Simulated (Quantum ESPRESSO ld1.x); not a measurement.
Question: The antimony ion Sb39+, 12 electrons, occupied as [Ne] 3s2 (the NIST ground configuration). Calculated with ld1.x of Quantum ESPRESSO 7.5: Dirac Kohn-Sham, LDA (Slater exchange, Perdew-Zunger correlation), spin-unpolarised, spherical densities, point nucleus. Some entries of the table are withheld. Estimate them.

orbital,occ.,eigenvalue (hartree),<1/r> (bohr^-1)
1s1/2,2,-1202.00,54.30
2s1/2,2,-254.288,(1)
2p1/2,2,(2),(3)
2p3/2,4,(4),(5)
3s1/2,2,-102.469,(6)

Answer: 
(1) 2s1/2 <1/r> (bohr^-1): 12.84
(2) 2p1/2 eigenvalue (hartree): -244.739
(3) 2p1/2 <1/r> (bohr^-1): 12.79
(4) 2p3/2 eigenvalue (hartree): -235.149
(5) 2p3/2 <1/r> (bohr^-1): 11.89
(6) 3s1/2 <1/r> (bohr^-1): 5.234
